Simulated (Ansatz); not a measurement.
The O3–H4 bond of GeH2O (SMILES [OH][GeH]) is stretched (multiplicity 1, the rest rigid).
Geometry at rest (charge 0, multiplicity 1):
| atom | x (Å) | y (Å) | z (Å) |
|---|---|---|---|
| Ge | -0.2353 | -0.2010 | 0.2473 |
| H | -1.4109 | -0.0317 | -0.8587 |
| O | 1.0252 | 0.6808 | -0.6889 |
| H | 0.7380 | 1.0157 | -1.5451 |

Cores are frozen in the correlated methods. Filled d and f shells under p-block atoms count as core.

The values were computed with Ansatz (Gaussian basis) for Hartree–Fock, density functionals and correlated methods. Each number belongs to the level named beside it.

FIC-MRCISD+Q on CASSCF(4,3)/cc-pVTZ, total energies (hartree):

| R (Å) | CASSCF | MRCISD | weight c² of the reference |
|---|---|---|---|
| 0.963 | -2151.478981 | -2151.794376 | 0.90776 |
| 1.686 | -2151.361652 | -2151.665524 | 0.90277 |
| 3.082 | -2151.321466 | -2151.616222 | 0.89921 |

Task: Add the Davidson correction (E_MRCISD − E_CASSCF)(1 − c²)/c² and give the energies above the first point at the three levels.

Result: 
Corrections (hartree): -0.032048, -0.032726, -0.033039. Above the first point (kcal/mol):
- R = 1.686 Å: CASSCF 73.6, MRCISD 80.9, with the correction 80.4
- R = 3.082 Å: CASSCF 98.8, MRCISD 111.8, with the correction 111.2

Doubts at one or more of the structures used: active orbitals that take no part (FIC-MRCISD+Q on CASSCF(4,3)/cc-pVTZ).

Ansatz is an electronic-structure program.
